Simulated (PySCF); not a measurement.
# Working out the ionisation energy of Re

Re [Xe] 4f14 5d5 6s2 (6S) → Re+ [Xe] 4f14 5d5 6s1 (7S). Calculation: PySCF 2.14, in def2-TZVPPD with the def2 core potential (60 electrons); scalar relativity through the core potential. Frozen: nothing. Energies in hartree (1 hartree = 27.21139 eV):

```csv
part,Re (lower),Re+ (upper)
UHF,-77.534572,-77.317670
MP2 opposite-spin,-0.227670,-0.177598
MP2 same-spin,-0.134261,-0.126936
```

What does Hartree-Fock give?

(-77.317670) − (-77.534572) = 0.216902 hartree = 5.902 eV.

What do MP2 and SCS-MP2 (6/5 opposite-spin, 1/3 same-spin) give?

The opposite-spin parts differ by 1.363 eV and the same-spin parts by 0.199 eV. MP2: 5.902 + (1.363) + (0.199) = 7.464 eV. SCS-MP2: 5.902 + 1.2 × (1.363) + (0.199)/3 = 7.604 eV.

Measured between the centres of the two terms (NIST): 7.834 eV, so MP2 (valence and next inner shell) is off by -0.370 eV.

What remains against the reference includes basis incompleteness and correlation beyond second order.
